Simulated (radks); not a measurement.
Q: Te I, 52 electrons, occupied as [Kr] 4d10 5s2 5p4. All-electron calculation, scalar-relativistic Kohn-Sham, BLYP, spin-polarised, spherical densities, point nucleus; open shells are filled with parallel spins first (spin-orbit coupling, left out, can overturn this in heavy ions). Program: a radial shooting solver on a logarithmic mesh with Libxc functionals. Some entries of the table are withheld. Estimate them.

orbital  occ.  eigenvalue (eV)  <1/r> (bohr^-1)  <r> (bohr)
1s up       1        -31633.83            55.58     0.02781
1s down     1        -31633.77            55.58     0.02781
2s up       1        -4850.836            12.72      0.1198
2s down     1        -4850.812            12.72      0.1198
2p up       3        -4354.826            12.19      0.1047
2p down     3        -4354.784            12.19      0.1047
3s up       1        -964.8553            4.544      0.3222
3s down     1        -964.8097            4.544      0.3222
3p up       3        -803.6636            4.322      0.3203
3p down     3        -803.6119            4.322      0.3203
3d up       5        -559.8569            4.088      0.2968
3d down     5        -559.8076            4.088      0.2968
4s up       1        -164.0274            1.823      0.7645
4s down     1        -163.9179            1.823      0.7645
4p up       3        -114.0647            1.664         (1)
4p down     3        -113.9529            1.665         (2)
4d up       5         -41.4048            1.366      0.9742
4d down     5         -41.2220            1.369      0.9710
5s up       1         -15.4067           0.6238       2.082
5s down     1         -14.3626           0.6269       2.080
5p up       3          -6.2081           0.4857       2.655
5p down     1          -5.1878           0.4770       2.726

A: 
(1) 4p up <r> (bohr): 0.8212
(2) 4p down <r> (bohr): 0.8209
